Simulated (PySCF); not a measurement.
First SCF of a structure search on triplet AuO₃⁻, at a hand-made side-on plus terminal geometry. PySCF input:

```python
from pyscf import gto, scf, dft
mol = gto.M(atom='''
Au     0.000000     0.000000     0.000000
O      0.720000     0.000000     1.786500
O     -0.720000     0.000000     1.786500
O      0.000000     0.000000    -1.791300''',
    basis={'Au': 'def2-SVPD', 'O': 'def2-SVPD'},
    ecp={'Au': 'def2-SVPD'},
    charge=-1, spin=2)
mf = dft.UKS(mol, xc='PBE0')
mf.grids.atom_grid = (50, 194)
aux = {'Au': 'def2-universal-JKFIT', 'O': 'def2-universal-JKFIT'}
mf = mf.density_fit(auxbasis=aux)
mf.conv_tol = 1e-08
mf.diis_space = 10
mf.max_cycle = 60
mf.init_guess = 'minao'
mf.verbose = 4
mf.kernel()
```

Excerpt of the output (cycles alone):

```
init E= -349.224229754451
cycle= 1 E= -359.535631547601  delta_E= -10.3  |g|= 1.53  |ddm|= 7.34
cycle= 2 E= -323.630695905741  delta_E= 35.9  |g|= 5.54  |ddm|= 80.4
cycle= 3 E= -360.536702770164  delta_E= -36.9  |g|= 0.633  |ddm|= 80.4
cycle= 4 E= -357.223042143976  delta_E= 3.31  |g|= 2.53  |ddm|= 2.96
cycle= 5 E= -360.721255396041  delta_E= -3.5  |g|= 0.469  |ddm|= 2.54
cycle= 6 E= -360.732072074803  delta_E= -0.0108  |g|= 0.449  |ddm|= 0.275
cycle= 7 E= -360.774342330407  delta_E= -0.0423  |g|= 0.336  |ddm|= 0.146
cycle= 8 E= -360.82438893319  delta_E= -0.05  |g|= 0.118  |ddm|= 0.252
cycle= 9 E= -360.831892431074  delta_E= -0.0075  |g|= 0.0235  |ddm|= 0.124
cycle= 10 E= -360.832304380796  delta_E= -0.000412  |g|= 0.005  |ddm|= 0.0362
cycle= 11 E= -360.832328117833  delta_E= -2.37e-05  |g|= 0.00243  |ddm|= 0.00998
cycle= 12 E= -360.832334805851  delta_E= -6.69e-06  |g|= 0.000872  |ddm|= 0.00565
cycle= 13 E= -360.832336704874  delta_E= -1.9e-06  |g|= 0.000231  |ddm|= 0.00403
cycle= 14 E= -360.83233678899  delta_E= -8.41e-08  |g|= 9.62e-05  |ddm|= 0.000778
cycle= 15 E= -360.83233679833  delta_E= -9.34e-09  |g|= 1.35e-05  |ddm|= 0.000258
Extra cycle  E= -360.832336798369  delta_E= -3.91e-11  |g|= 1.94e-05  |ddm|= 3.71e-05
converged SCF energy = -360.832336798369  <S^2> = 2.0164002  2S+1 = 3.0109136
```

No lower solution of this spin was found from smeared starts or by a stability analysis within the unrestricted form.

Other spin states or occupations of the open shell can lie lower. No spin–orbit coupling is included, which matters more the heavier the element.

The search for the lowest solution, 3 starts and the stability check together, took 22 s on 2 threads of a shared Arm Neoverse V2 host, with 104 basis functions; the process peaked at 0.48 GiB.
